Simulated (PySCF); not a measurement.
ZnCl, SMILES [Zn+][Cl], charge +1.

The structure is a stationary point at B3LYP-D3(BJ)/def2-TZVP. The spin state was assumed, not searched.

The numbers are results of PySCF with M06-2X/def2-TZVPD, not measurements.

Estimate the frontier levels, gap, dipole moment and polarisability. (An estimate is asked for; the answer gives what the named calculation found.)


```
Quantity                                                           Value
------------------------------------------------  ----------------------
highest occupied level                                         -16.26 eV
lowest empty level                                             -10.41 eV
orbital gap                                                      5.85 eV
dipole moment about the centre of nuclear charge                  5.71 D
mean static polarisability                          30.0 bohr³ (4.45 Å³)
polarisability, principal values                  22.9, 22.9, 44.3 bohr³
```
